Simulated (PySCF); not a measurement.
H3P2, multiplicity 2. Atoms are numbered in the order given.

```xyz
5

P      0.9630    -0.4332     0.4120
P     -0.8857     0.3148    -0.4544
H      1.6728     0.7345     0.0087
H     -1.0552     1.5052     0.3022
H     -1.7762    -0.4647     0.3261
```
Charge 0, spin multiplicity 2.

Geometry optimised at r2SCAN-D4/def2-TZVP. The isomer is the one that the SMILES or the coordinates give; other isomers of the formula were not compared.

These are PySCF 2.14.0 with TDA-PBE/def2-TZVPD values and carry that method's errors.

Vertical excitations. The molecule is in vacuum.

```tsv
state	energy (eV)	λ (nm)	f	main pairs
root 1	2.59	478	0.013	β HOMO→LUMO 96 %
root 2	3.88	319	0.019	β HOMO−1→LUMO 92 %
root 3	4.17	298	0.008	α HOMO→LUMO 93 %
root 4	4.40	282	0.006	α HOMO→LUMO+1 96 %
root 5	4.64	267	0.001	α HOMO→LUMO+2 58 %, β HOMO−2→LUMO 35 %
root 6	4.74	261	0.005	α HOMO→LUMO+2 36 %, β HOMO−2→LUMO 56 %
root 7	5.12	242	0.003	α HOMO−1→LUMO 38 %, β HOMO→LUMO+1 51 %
root 8	5.43	228	0.001	α HOMO→LUMO+3 72 %, β HOMO→LUMO+2 18 %
root 9	5.56	223	0.001	α HOMO→LUMO+3 22 %, α HOMO−1→LUMO+1 21 %, β HOMO→LUMO+2 49 %
root 10	5.79	214	0.001	α HOMO−1→LUMO+2 26 %, β HOMO→LUMO+3 66 %
```
Unrestricted roots are not spin-pure.
